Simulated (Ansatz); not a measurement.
Isolated molecules relaxed with PBE0-D4/def2-TZVP in Ansatz; ΔE leaves out vibrations. CCSD(T)/CBS adds triple-zeta CCSD(T) − MP2 to the extrapolated MP2 energy (def2 sets, frozen cores). Functionals use def2-TZVPP. For Ge outer-core shells are correlated without core-valence functions, which leaves a few kJ/mol of doubt a bond. Scalar relativity is left out up to krypton. One conformer a species, not always the lowest.

`Cl[SiH](Cl)[GeH3]` + `NB(O)F` → `OB(F)[NH][GeH3]` + `Cl[SiH2]Cl`  (cleavage of the Ge–Si bond)

`Cl[SiH](Cl)[GeH3]`:

Cartesian coordinates in Å:
```
Cl -0.793 0.999 -2.293
Si 0.020 1.057 -0.410
Cl -1.174 2.203 0.803
Ge 0.139 -1.148 0.464
H 1.324 1.750 -0.518
H 0.734 -1.109 1.879
H -1.277 -1.736 0.515
H 1.027 -2.015 -0.441
```

`NB(O)F`:

Z-matrix (Å, degrees):
```
N
B 1 1.406
H 1 1.004 2 121.1
H 1 1.003 2 124.7 3 180.0
O 2 1.363 1 125.7 3 -180.0
F 2 1.337 1 118.3 3 0.0
H 5 0.957 2 114.6 1 0.0
```

`OB(F)[NH][GeH3]`:

```xyz
10

O     0.970   -0.639    1.425
B     0.959   -0.914    0.087
F     1.805   -1.840   -0.402
N     0.073   -0.233   -0.761
Ge   -1.134    1.056   -0.221
H     1.612   -1.161    1.909
H     0.095   -0.463   -1.741
H    -0.387    2.245    0.399
H    -2.114    0.458    0.799
H    -1.878    1.490   -1.493
```

`Cl[SiH2]Cl`:

Z-matrix (Å, degrees):
```
Si
Cl 1 2.040
Cl 1 2.040 2 110.1
H 1 1.476 2 108.5 3 -118.6
H 1 1.476 2 108.5 3 118.6
```

CCSD(T)/CBS gives +1.0 kJ/mol.

**Question.** Another level gave +8.9 kJ/mol. Which?
A. CCSD/def2-TZVPP
B. PBE-D4/def2-TZVPP
C. r2SCAN-D4/def2-TZVPP
D. ωB97M-V/def2-TZVPP

**Answer.** C. r2SCAN-D4 8.9, CCSD/def2-TZVPP -6.1, ωB97M-V 0.9, PBE-D4 18.9 kJ/mol.

Largest T1 diagnostic among the species: 0.012.

From PBE to PBE0 (25 % exact exchange), in def2-TZVPP and without D4, ΔE moves by −5.0 kJ/mol. In def2-TZVPP, CCSD(T) changes the Hartree–Fock value by +12.8 kJ/mol (the triples alone add +1.4 kJ/mol) and MP2 by +10.5 kJ/mol.
